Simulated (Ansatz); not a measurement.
A series at Ta: from `[OH][Ta]([Cl])([Cl])([Cl])[Cl]`, ligands are replaced one by one, each step taking up H₂O and setting free HCl; n counts the steps. Ansatz, PBE0-D4/def2-TZVP geometries. Each molecule was computed in one conformer, which needn't be the lowest.

```
n                          molecule  HOMO energy, ωB97M-V/def2-TZVPP (eV)
0  `[OH][Ta]([Cl])([Cl])([Cl])[Cl]`                                -11.02
1  `[OH][Ta]([OH])([Cl])([Cl])[Cl]`                                -10.81
2  `[OH][Ta]([OH])([OH])([Cl])[Cl]`                                     ?
3  `[OH][Ta]([OH])([OH])([OH])[Cl]`                                -10.70
4  `[OH][Ta]([OH])([OH])([OH])[OH]`                                -11.09
```

Problem. By hand: fit a straight line y = ȳ + b (n − n̄) to the 4 given rows and predict n = 2.

Solution. n̄ = 2.000, ȳ = -10.905; Σ(n − n̄)(y − ȳ) = -0.030, Σ(n − n̄)² = 10.000, so b = -0.003 eV a step. Prediction: -10.905 + (-0.003) × (0.000) = -10.90 eV.

Problem. By hand: compare with the computed value, -10.77 eV, and give the steps along the whole series.

Solution. The line misses by 0.13 eV (computed minus predicted). Steps: 0.21, 0.04, 0.07, -0.39 eV.

The steps change sign along the series, so a line is a poor guide. The highest orbital can change its character along such a series. The miss is 33.3 % of the series' range.
